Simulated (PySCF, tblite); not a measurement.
Isomers of C6H5N3, one GFN2-xTB conformer each. Single-point energies are computed at PBE0/pcSseg-1 (PySCF, gas phase, no added dispersion term), electronic only.

```tsv
SMILES	GFN2-xTB relative energy (kJ/mol)
N#Cc1ccnc(N)c1	42.2
C=Cn1nccc1C#N	113.8
c1ccc2[nH]nnc2c1	0.0
```

Conformers: `[CH2:1]=[CH:2][n:3]1[n:4][cH:5][cH:6][c:7]1[C:8]#[N:9]` with C1–C2–N3–N4 0°.

What does PBE0/pcSseg-1 give for the same structures?

```
          SMILES  PBE0/pcSseg-1 E (Eh)  PBE0/pcSseg-1 (kJ/mol)  GFN2-xTB (kJ/mol)  point group
  N#Cc1ccnc(N)c1            -395.38686                     0.0               42.2      near Cs
c1ccc2[nH]nnc2c1            -395.36853                    48.1                0.0           Cs
   C=Cn1nccc1C#N            -395.33177                   144.6              113.8           Cs
```

GFN2-xTB puts c1ccc2[nH]nnc2c1 lowest instead; measured from each level's own lowest isomer, the values differ by up to 48.1 kJ/mol (c1ccc2[nH]nnc2c1: 0.0 against 48.1). As drawn, the lowest has an N–H bond, which the highest lacks; the highest has an N–N linkage and a C=C bond outside aromatic rings, which the lowest lacks.

Which frontier levels, dipoles and rotational constants go with these structures?

| SMILES | HOMO (eV, PBE0/pcSseg-1) | LUMO (eV) | dipole (D) | A, B, C (MHz) |
| --- | --- | --- | --- | --- |
| N#Cc1ccnc(N)c1 | -6.85 | -1.84 | 3.90 | 3687, 1221, 917.3 |
| c1ccc2[nH]nnc2c1 | -7.21 | -1.30 | 4.05 | 4055, 1703, 1199 |
| C=Cn1nccc1C#N | -7.40 | -1.85 | 2.32 | 2368, 1761, 1010 |

What happens when harmonic zero-point energies from GFN2-xTB frequencies are added?

```tsv
SMILES	ZPE (kJ/mol)	electronic (kJ/mol)	with ZPE (kJ/mol)
N#Cc1ccnc(N)c1	262.2	0.0	0.0
c1ccc2[nH]nnc2c1	270.0	48.1	55.9
C=Cn1nccc1C#N	261.7	144.6	144.2
```

The zero-point energies span 8.3 kJ/mol. The order is unchanged.
